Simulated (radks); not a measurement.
The numbers below are computed, except where a source is named.
The mean radii <r> (bohr) of the occupied orbitals of an atom or ion are listed with their occupations. Level of theory: scalar-relativistic Kohn-Sham, r2SCAN, spin-unpolarised, spherical densities, finite nucleus; meta-GGA in the generalised Kohn-Sham scheme; Fermi nuclear charge, rms radius of each element as measured or else 0.836 A^(1/3) + 0.57 fm (a radial shooting solver on a logarithmic mesh with Libxc functionals).

orbital  occ.      <r>
1s          2  0.05410
2s          2   0.2444
2p          6   0.2152
3s          2   0.7194
3p          6   0.7438
3d          5   0.7937

Name the element and its charge.

Answer. Z = 28, nickel, charge +5: Ni5+ in [Ar] 3d5. The 1s radius gives Z: for a bare nucleus <r> = (2 gamma + 1)/(2Z) with gamma = sqrt(1 - (Z/c)^2), 0.05282 bohr for Z = 28, and screening makes it slightly larger (0.05410 here). The occupations add up to 23, and the charge is Z minus that.
